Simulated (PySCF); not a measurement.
SMILES [O]c1ccccc1, doublet (GFN2-xTB optimised geometry):

```
12

O     -1.422    -2.233     0.000
C     -0.765    -1.185     0.000
C     -1.399     0.122     0.000
C     -0.658     1.270     0.000
C      0.739     1.215     0.000
C      1.397    -0.018     0.000
C      0.688    -1.185     0.000
H     -2.478     0.144     0.000
H     -1.148     2.233     0.000
H      1.312     2.130     0.000
H      2.478    -0.039     0.000
H      1.178    -2.147     0.000
```

Method: PySCF 2.14.0 with unrestricted B3LYP/def2-TZVP.

What are the frontier orbital energies (α orbitals alone; a β orbital can be the lowest empty one) and the dipole moment?

HOMO-2 -8.00 eV, HOMO-1 -7.33 eV, HOMO -6.57 eV, LUMO -0.99 eV, LUMO+1 -0.45 eV; dipole moment 3.86 D.

Meta-Löwdin charges at B3LYP/def2-TZVP: O1 -0.41, C2 0.30, C3 -0.12, C4 -0.11, C5 -0.07, C6 -0.11, C7 -0.12, H8 0.13, H9 0.12, H10 0.13, H11 0.12, H12 0.13.
